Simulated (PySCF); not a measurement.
# Energy of Fe(2+) (iron, charge +2) between two integer charges

The 3d beta orbital of [Ar] 3d6 is emptied in steps (occupation f), with all orbitals relaxed, ending at [Ar] 3d5. All numbers are calculated (PySCF 2.14, no relativity, point nucleus, in def2-SVP (5s3p2d1f, 31 functions)). The exact energy is a straight line in f; departures are measured from the line between the end points of the same method.

| f | B3LYP (eV) |
| --- | --- |
| 1 | 0.000 |
| 0.9 | -0.563 |
| 0.7 | -1.323 |
| 0.5 | -1.586 |
| 0.3 | -1.342 |
| 0.1 | -0.580 |
| 0 | 0.000 |

| method | E(f=0) − E(f=1) (eV) | −ε at f=1 (eV) | −ε at f=0.5 (eV) |
| --- | --- | --- | --- |
| B3LYP | 31.880 | 25.648 | 31.822 |

Orbital energy along the path (eV):

```tsv
f	B3LYP
1	-25.648
0.9	-26.858
0.7	-29.313
0.5	-31.822
0.3	-34.386
0.1	-37.012
0	-38.341
```

Reference removal energy between the ground levels: 30.651 ± 0.012 eV (measured; NIST Atomic Spectra Database, ionization energies). The calculation has no spin-orbit coupling. The determinant left behind need not be the lowest term of the ion.
